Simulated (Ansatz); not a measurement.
Co2O2⁻, relaxed as a doublet with UKS PBE-D4/def2-SVPD in Ansatz, starting from the GFN1-xTB geometry. Force threshold 0.02 eV/Å.

The charge -1 doublet is spin-contaminated (final ⟨S²⟩ up to 2.05, 0.75 for a pure state). The highest occupied level of the charge -1 doublet lies above zero (up to 1.08 eV). The electron is either unbound and held by the finite basis, or the level is raised by self-interaction error. The structure comes from a short search, and lower isomers may exist.

Start:

```xyz
4

Co   -0.4603   -0.9349    0.2627
Co    0.4609    0.9367   -0.2633
O     0.6249   -0.6043   -1.0539
O    -0.6254    0.6026    1.0545
```

**Question.** Estimate the energy that the relaxation releases and the steps that it takes.

**Answer.** 0.12 eV, in 7 steps; 46 s on 4 threads of Intel Xeon on a shared host. No frequencies were taken in this run, so the end may be a saddle point.

**Question.** Does the start keep its bonding and symmetry?

**Answer.** By distances, no bond broke or formed. The bond that changes most is Co2–O3, from 1.74 to 1.81 Å (atoms count from 1). Point group D2h at the start, D2h at the end, both within 0.05 Å; within 0.015 Å the end is C2v.

**Question.** Predict the relaxed structure.

**Answer.** 
Cartesian coordinates in Å:
```
Co -0.459 -0.933 0.262
Co 0.469 0.953 -0.268
O 0.648 -0.641 -1.099
O -0.658 0.621 1.104
```
Bond lengths (bridged metal pairs left out): 4 × Co–O 1.78 to 1.81 Å.
